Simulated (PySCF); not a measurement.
Working out the ionisation energy of Fe

Fe [Ar] 3d6 4s2 (5D) → Fe+ [Ar] 3d6 4s1 (6D). Computed with PySCF 2.14 in def2-TZVPPD, with the non-relativistic Hamiltonian (point nucleus). Frozen: [Ne]. Energies in hartree (1 hartree = 27.21139 eV):

```csv
part,Fe (lower),Fe+ (upper)
UHF,-1262.429078,-1262.195051
MP2 opposite-spin,-0.336129,-0.301958
MP2 same-spin,-0.173345,-0.167764
```

Q: What does Hartree-Fock give?

A: (-1262.195051) − (-1262.429078) = 0.234027 hartree = 6.368 eV.

Q: What do MP2 and SCS-MP2 (6/5 opposite-spin, 1/3 same-spin) give?

A: The opposite-spin parts differ by 0.930 eV and the same-spin parts by 0.152 eV. MP2: 6.368 + (0.930) + (0.152) = 7.450 eV. SCS-MP2: 6.368 + 1.2 × (0.930) + (0.152)/3 = 7.535 eV.

Measured between the centres of the two terms (NIST): 7.904 eV, so MP2 (valence and next inner shell) is off by -0.454 eV.

The calculation is non-relativistic.

What remains against the reference includes basis incompleteness, the frozen core and correlation beyond second order.
